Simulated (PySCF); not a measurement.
## MSn cations for M along the second period

CCSD(T) with double-zeta basis sets in PySCF, for the lowest determinant that a PBE0 search found; no spin–orbit coupling. De refers to high-spin ground-configuration atoms (the charge goes to the atom of lower measured ionisation energy or higher electron affinity, which is not always the lowest computed limit).

```
 M               basis  reference, frozen orbitals  charged atom  state (unpaired electrons)  Re (Å)  ωe (cm⁻¹)  De (eV)
Li            def2-SVP                      UHF, 4           Li+          triplet (σ ↑, π ↑)   3.064        207     0.72
Be          x2c-SVPall                     UHF, 18           Sn+               doublet (π ↑)   2.678        298     0.95
 B  cc-pVDZ-PP/cc-pVDZ                      UHF, 5           Sn+          triplet (σ ↑, π ↑)   2.438        373     1.62
 C          x2c-SVPall                     UHF, 19           Sn+         quartet (σ ↑, π ↑↑)   2.129        602     2.35
 N            def2-SVP                     ROHF, 5           Sn+              triplet (π ↑↑)   2.174        481     0.99
 O          x2c-SVPall                     UHF, 19           Sn+               doublet (π ↑)   2.016        626     2.67
 F          x2c-SVPall                     RHF, 19           Sn+      singlet (closed shell)   1.906        700     4.63
```

The shortest bond is that of SnF⁺ (1.906 Å), the longest that of LiSn⁺ (3.064 Å). SnF⁺ is bound most strongly (4.63 eV) and LiSn⁺ least (0.72 eV).

The rows differ in basis set, which adds steps of its own.

The state changes along the series, so neighbouring rows are not always alike in their bonding.

Correlated steps freeze the inner cores (4 to 19 orbitals); shallow outer-core shells are correlated. UHF and ROHF references stand side by side, which adds small steps between rows. Correlated levels converge slowly with the basis: in double zeta they bind strong bonds too weakly, by up to about 1 eV, and carry superposition errors of some tenths. These are scalar-relativistic numbers at best; spin–orbit coupling would shift them, the dissociation energy most. For an ion De counts to the pair picked by the measured ionisation energies or electron affinities, which need not be the lowest pair at this level. Where the molecule has an RHF reference, its open-shell atoms are computed with UHF. States were picked by a PBE0 search and need not be the measured ground states.
